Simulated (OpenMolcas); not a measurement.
An OpenMolcas run meant for Ho³⁺ (ANO-RCC-VQZP, X2C; inactive shells 1s 2s 2p 3s 3p 3d 4s 4p 4d 5s 5p; intended active space 10 electrons in 7 orbitals (4f)). One step of its input:

```
&RASSCF
FileOrb=start.orb
Symmetry=1
Spin=5
nActEl=10 0 0
Inactive=15 12
Ras2=0 7
CIRoot=35 35 1
SDav=35
CIMx=300
Iter=66 100
PrWF=0.3
OrbListing=Nothing
MaxOrb=0
Atom
Thrs=1.0e-3 5.0e-1 5.0e-1
```

The run finished. Its levels beside those of a sound run (CASSCF), in cm⁻¹ above each run's lowest level:

```tsv
Level	This run	Usual run
4f¹⁰ ⁵I₈	0.0	0.0
4f¹⁰ ⁵I₇	5202	5199
4f¹⁰ ⁵I₆	9005	9002
4f¹⁰ ⁵I₅	11766	11764
4f¹⁰ ⁵I₄	13880	13878
4f¹⁰ ⁵F₅	20686	20682
4f¹⁰ ⁵S₂ [74 %]	23395	23389
4f¹⁰ ³K₈	23983	23962
4f¹⁰ ⁵F₄	24484	24479
4f¹⁰ ⁵F₃	26132	26126
4f¹⁰ ⁵F₂ [65 %]	26391	26384
4f¹⁰ ⁵F₁	27501	27492
4f¹⁰ ³K₇	29356	29309
4f¹⁰ ³H₆ [52 %]	29719	29693
```

Which setting is unsound, and how much does it matter here?

The convergence thresholds are far too loose, so the orbitals stop early. Against the sound run the excited levels shown move by 11 cm-1 on average and by 47 cm-1 at most.

High states are left out of the spin-orbit mixing, which shifts the levels that they would mix with. Without dynamic correlation excited terms often stand tens of per cent too high (terms of higher spin than the ground term too low), and those without a measured partner can miss by more than the paired ones. Levels of configurations outside the active space are missing.

A share in square brackets marks a mixed level and gives the weight of the term that names it, the lowest over the columns.
